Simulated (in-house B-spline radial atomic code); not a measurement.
I¹⁷⁺. Computed with a B-spline radial atomic code. Model: all-electron spherical atom, spin shells full or empty, radial basis limit, no spin-orbit coupling: exact exchange with a local potential (Slater, KLI or optimised effective potential, whose far tail is KLI's), no correlation.

Exchange potential has not reached -1/r at the last radius.

The run also made RPA and GW results, which its time includes.

The Slater potential averages the orbital exchange potentials with the orbital densities as weights, KLI adds orbital constants, and the optimised effective potential minimises the exact-exchange energy among local potentials. So their energies lie above Hartree-Fock in the order OEP, KLI, Slater. All fall off as −1/r, unlike LDA and GGA exchange.

Command:
```bash
python run_gw.py task.json out
```
Settings (lengths in bohr, energies in hartree):
```
Z                      53
electrons              36
configuration          [Ar] 3d10 4s2 4p6
hamiltonian            nr
method                 slater
lmax                   9
spin_polarised         False
box_radius             4.58
intervals              68
```

Cost of the run: 1.8 s on 1 thread of Intel(R) Xeon(R) 6975P-C (Granite Rapids), with other jobs on the host.

Given: hamiltonian non-relativistic; mean-field start Slater potential.

Computed: energy above Hartree-Fock 285.69 millihartree; virial ratio -E/T less 1 -0.00938.

```csv
radius (bohr),r times exchange potential (hartree bohr)
0.000943,-0.052006
0.00116,-0.063919
0.00141,-0.077605
0.00173,-0.095058
0.00212,-0.11619
0.0026,-0.14197
0.00318,-0.17272
0.00389,-0.2097
0.00477,-0.25436
0.00584,-0.30674
0.00715,-0.36769
0.00875,-0.43713
0.0107,-0.51406
0.0131,-0.59715
0.0161,-0.68376
0.0197,-0.76436
0.0241,-0.83239
0.0295,-0.87847
0.0361,-0.89921
0.0442,-0.91727
0.0542,-0.97955
0.0663,-1.0997
0.0812,-1.2462
0.0995,-1.3698
0.122,-1.427
0.149,?
0.183,-1.4461
0.224,-1.6123
0.274,-1.7961
0.335,-1.8739
0.41,?
0.503,-1.5224
0.615,-1.4471
0.754,-1.5073
0.923,-1.5009
1.13,-1.4233
1.38,-1.3292
```

(1) What belongs in the row 0.149?

(2) What belongs in the row 0.41?

| occupied | level (hartree) | Hartree-Fock level (hartree) |
| --- | --- | --- |
| 1s | -1188.4 | -1193.1 |
| 2s | -194.72 | -196.85 |
| 2p | -184.54 | -185.59 |
| 3s | ? | ? |
| 3p | -48.028 | -48.37 |
| 3d | -39.893 | -39.587 |
| 4s | -20.503 | -20.546 |
| 4p | -18.839 | -18.53 |

(3) What belongs in the row 3s?

```csv
empty,level (hartree)
4d,-15.915
4f,?
5s,-10.986
5p,-10.268
5d,-9.0284
```

(4) What belongs in the row 4f?

Results:

(1) r times exchange potential (hartree bohr): -1.4136.

(2) r times exchange potential (hartree bohr): -1.7787.

(3) level (hartree): -52.398; Hartree-Fock level (hartree): -53.155.

(4) level (hartree): -12.524.

The highest level, 4p, differs from Hartree-Fock by -8.4 eV and the deepest, 1s, by +129 eV: the Slater potential lacks the response part and is deeper than the optimised one throughout, so the top level comes too deep.
